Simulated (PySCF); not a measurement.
CH7PSSi.
Cartesian coordinates in Å at the PBE0-D3(BJ)/def2-SVP level; atoms count from 1:
```xyz
11
CH7PSSi angstrom
C     -2.3937    0.0415    0.0398
S     -0.9254    0.7949    0.8118
Si     0.6226   -0.2369   -0.2454
P      2.5628    0.6123    0.5500
H     -2.4180    0.2278   -1.0433
H     -2.4396   -1.0392    0.2347
H     -3.2688    0.5203    0.4996
H      0.5955   -1.7061    0.0391
H      0.4478   -0.0566   -1.7222
H      3.3280   -0.0102   -0.4855
H      2.4142    1.8341   -0.1753
```

The closed-shell ground state was solved at several levels (PySCF, density fitting, gas phase, non-relativistic).

| level | basis functions | total energy (Eh) | HOMO (eV) | LUMO (eV) | gap (eV) | dipole (D) |
| --- | --- | --- | --- | --- | --- | --- |
| BP86/pcSseg-2 | 263 | -1071.5605 | -5.89 | -1.10 | 4.79 | 1.88 |
| mPW1PW91/pcSseg-2 | 263 | -1071.4877 | -7.02 | -0.25 | 6.77 | 1.98 |
| PBE0/6-311+G(2d,p) | 174 | -1070.9770 | -6.96 | -0.37 | 6.59 | 1.89 |
| PBE0/pcSseg-0 | 62 | -1069.5959 | -7.12 | -0.07 | 7.05 | 3.14 |
| wB97X-D/pcSseg-2 | 263 | -1071.4277 | -8.84 | 1.45 | 10.29 | 2.06 |
| CAM-B3LYP/def2-SVPD | 151 | -1071.0214 | -8.28 | 0.71 | 8.99 | 1.86 |
| PBE0/6-31G* | 82 | -1070.8702 | -6.88 | 0.12 | 7.00 | 2.29 |
| PBE0/def2-SVPD | 151 | -1070.5936 | -6.98 | -0.18 | 6.80 | 1.88 |
| PBE0/def2-TZVP | 184 | -1070.9835 | -6.96 | -0.08 | 6.88 | 1.83 |

Problem. What might LDA/pcSseg-2 (263 basis functions) give for the same quantities?

Solution. Total energy -1067.2613 Eh, HOMO -5.88 eV, LUMO -1.28 eV, gap 4.60 eV, dipole 1.96 D.

Problem. Over all these levels, which gives the widest orbital gap and which the narrowest?

Solution. wB97X-D/pcSseg-2 (range-separated hybrid) has the widest, 10.29 eV, and LDA/pcSseg-2 (LDA) the narrowest, 4.60 eV. The two share the basis. From the narrowest to the widest the HOMO moves by -2.96 eV and the LUMO by +2.73 eV.

Problem. How much does the basis alone move the frontier levels among the 5 PBE0 rows?

Solution. The HOMO by 0.24 eV and the LUMO by 0.49 eV. By rising basis size (HOMO, LUMO in eV): pcSseg-0 -7.12, -0.07; 6-31G* -6.88, 0.12; def2-SVPD -6.98, -0.18; 6-311+G(2d,p) -6.96, -0.37; def2-TZVP -6.96, -0.08.

Problem. How far do the dipole and the HOMO energy spread over the levels?

Solution. The dipole runs from 1.83 to 3.14 D (mean 2.08 D) and the HOMO from -8.84 to -5.88 eV.

One conformer stands for the species.

wB97X-D is run here without its empirical dispersion term; that term would change no orbital, density or response property at a fixed geometry.
